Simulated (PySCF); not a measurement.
# Electronic structure of Hg⁺ (mercury, charge +1) at the UHF level

Configuration: [Xe] 4f14 5d10 6s1, 2S determinant. Computed with PySCF 2.14 in def2-SVP with the def2 core potential (60 electrons) (6s3p2d1f, 32 functions), with scalar relativity through the core potential.

| Quantity | Value |
| --- | --- |
| Total energy | -152.237660 hartree |
| One-electron energy | -263.6458 hartree |
| Hartree (Coulomb) energy | 124.2542 hartree |
| Exchange energy | -12.8461 hartree |
| ⟨S²⟩ | 0.7517 |
| ⟨L²⟩ | 0.000 |
| Sum of ⟨r⟩ | 25.58 bohr |
| Sum of ⟨r²⟩ | 42.19 bohr² |
| Time after the integrals | 0.05 s of wall time on 1 thread of AMD EPYC 9R45 96-Core Processor (shared host) |

| shell | electrons | mean orbital energy (eV) | rms radius, mean of both spins (bohr) |
| --- | --- | --- | --- |
| 5s α | 1 | -146.17 | 0.979 |
| 5s β | 1 | -145.92 | 0.979 |
| 5p α | 3 | -91.459 | 1.12 |
| 5p β | 3 | -91.406 | 1.12 |
| 5d α | 5 | -25.464 | 1.58 |
| 5d β | 5 | -25.118 | 1.58 |
| 6s α | 1 | -17.421 | 2.79 |

Energies and moments cover only the electrons outside the core potential. Spin-orbit coupling, which splits the p, d and f shells strongly at this Z, is absent.
